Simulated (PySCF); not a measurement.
CH6O3Si. Atoms are numbered in the order given.

```xyz
11

C      0.0000     0.0000    -1.8449
Si     0.0000     0.0000     0.0070
O     -1.5445    -0.2427     0.5848
O      0.5621     1.4589     0.5848
O      0.9824    -1.2162     0.5848
H     -0.7771     0.6765    -2.2339
H      0.9744     0.3347    -2.2339
H     -0.1974    -1.0112    -2.2339
H     -1.6351    -0.9694     1.2121
H     -0.0220     1.9007     1.2121
H      1.6570    -0.9313     1.2121
```

The structure is a stationary point at B3LYP-D3(BJ)/def2-SVP. The geometry has at least one imaginary mode, so it is a saddle point at that level. Other conformers were not sampled.

All values below come from PBE/def2-TZVP (PySCF).

Atomic charges (e):

| atom | meta-Löwdin | Löwdin | Mulliken |
|---|---|---|---|
| C1 | -0.65 | -0.43 | -0.46 |
| Si2 | 1.41 | -0.20 | 0.59 |
| O3 | -0.75 | -0.10 | -0.50 |
| O4 | -0.75 | -0.10 | -0.50 |
| O5 | -0.75 | -0.10 | -0.50 |
| H6 | 0.14 | 0.14 | 0.13 |
| H7 | 0.14 | 0.14 | 0.13 |
| H8 | 0.14 | 0.14 | 0.13 |
| H9 | 0.35 | 0.18 | 0.32 |
| H10 | 0.35 | 0.18 | 0.32 |
| H11 | 0.35 | 0.18 | 0.32 |

Q: Give the Mayer and Wiberg (Löwdin basis) orders of the bonds. (An estimate is asked for; the answer gives what the named calculation found.)

A: 
| bond | Mayer | Wiberg |
|---|---|---|
| C1–Si2 | 0.99 | 1.19 |
| Si2–O3 | 1.24 | 1.64 |
| Si2–O4 | 1.24 | 1.64 |
| Si2–O5 | 1.24 | 1.64 |
| C1–H6 | 0.94 | 0.89 |
| C1–H7 | 0.94 | 0.89 |
| C1–H8 | 0.94 | 0.89 |
| O3–H9 | 0.88 | 1.02 |
| O4–H10 | 0.88 | 1.02 |
| O5–H11 | 0.88 | 1.02 |
